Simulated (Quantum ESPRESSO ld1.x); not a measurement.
The numbers below are computed, except where a source is named.
Q: Species: I37+. Configuration: [Ne] 3s2 3p4 (the NIST ground configuration). Code: ld1.x of Quantum ESPRESSO 7.5. Model: scalar-relativistic Kohn-Sham, LDA (Slater exchange, Perdew-Wang correlation), spin-polarised, spherical densities, point nucleus; open shells are filled with parallel spins first. Some entries of the table are withheld. Estimate them.

orbital  occ.  eigenvalue (eV)  <1/r> (bohr^-1)  r(max) (bohr)
1s up       1         -35088.1            56.79        0.01756
1s down     1         -35083.1            56.79        0.01755
2s up       1         -7154.15            13.17        0.09868
2s down     1         -7149.77            13.17        0.09869
2p up       3         -6654.03            12.58        0.07899
2p down     3         -6648.70            12.58        0.07902
3s up       1         -2744.74              (1)         0.2680
3s down     1         -2732.03              (2)         0.2681
3p up       3         -2587.87            5.068         0.2582
3p down     1         -2574.99            5.063         0.2583

A: 
(1) 3s up <1/r> (bohr^-1): 5.270
(2) 3s down <1/r> (bohr^-1): 5.263
